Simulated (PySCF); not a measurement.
## Energy of Os²⁺ (osmium, charge +2) between two integer charges

The 5d beta orbital of [Xe] 4f14 5d6 is emptied in steps (occupation f), with all orbitals relaxed, ending at [Xe] 4f14 5d5. Computed with PySCF 2.14 in aug-cc-pVTZ-PP with ECP60MDF, with a scalar-relativistic core potential. The exact energy is a straight line in f; departures are measured from the line between the end points of the same method.

```csv
f,UHF (eV),LDA (eV),PBE (eV)
1,0.000,0.000,0.000
0.75,0.216,-1.036,-1.003
0.5,0.277,-1.389,-1.342
0.25,0.200,-1.046,-1.008
0,0.000,0.000,0.000
```

```json
{"method": "UHF", "E(f=0) − E(f=1) (eV)": "24.873", "−ε at f=1 (eV)": "26.071", "−ε at f=0.5 (eV)": "24.833"}
{"method": "LDA", "E(f=0) − E(f=1) (eV)": "27.158", "−ε at f=1 (eV)": "21.669", "−ε at f=0.5 (eV)": "27.130"}
{"method": "PBE", "E(f=0) − E(f=1) (eV)": "26.930", "−ε at f=1 (eV)": "21.602", "−ε at f=0.5 (eV)": "26.918"}
```

Orbital energy along the path (eV):

| f | UHF | LDA | PBE |
| --- | --- | --- | --- |
| 1 | -26.071 | -21.669 | -21.602 |
| 0.75 | -25.415 | -24.370 | -24.240 |
| 0.5 | -24.833 | -27.130 | -26.918 |
| 0.25 | -24.311 | -29.932 | -29.617 |
| 0 | -23.840 | -32.754 | -32.283 |

Reference removal energy between the ground levels: 25 ± 1.6 eV (theoretical estimate listed by NIST; NIST Atomic Spectra Database, ionization energies). The calculation has no spin-orbit coupling. The determinant left behind need not be the lowest term of the ion. UHF lacks correlation.
